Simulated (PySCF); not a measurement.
## Electronic structure of B (boron, neutral) at the UHF level

Configuration: [He] 2s2 3s1, 2S determinant (an excited configuration). All numbers are calculated (PySCF 2.14, the non-relativistic Hamiltonian (point nucleus), in dyall-av2z).

```
Total energy                                     : -24.345653 hartree
One-electron energy                              : -31.2555 hartree
Hartree (Coulomb) energy                         : 10.4911 hartree
Exchange energy                                  : -3.5813 hartree
Kinetic energy                                   : 24.39763 hartree
⟨S²⟩                                             : 0.7501
⟨L²⟩                                             : 0.000
Sum of ⟨r⟩                                       : 10.03 bohr
Sum of ⟨r²⟩                                      : 44.64 bohr²
Density at the nucleus (Gaussians lack the cusp) : 70.6 bohr⁻³
Spin density at the nucleus                      : 0.212 bohr⁻³
Langevin diamagnetic susceptibility              : -35.4 ×10⁻⁶ cm³/mol
```

| shell | electrons | mean orbital energy (hartree) | rms radius, mean of both spins (bohr) |
| --- | --- | --- | --- |
| 1s α | 1 | -7.98311 | 0.378 |
| 1s β | 1 | -7.97762 | 0.378 |
| 2s α | 1 | -0.68910 | 1.97 |
| 2s β | 1 | -0.67675 | 1.97 |
| 3s α | 1 | -0.10922 | 6.05 |

The outer electron is Rydberg-like, and this basis confines it to a smaller radius and binds it less than a complete one would.
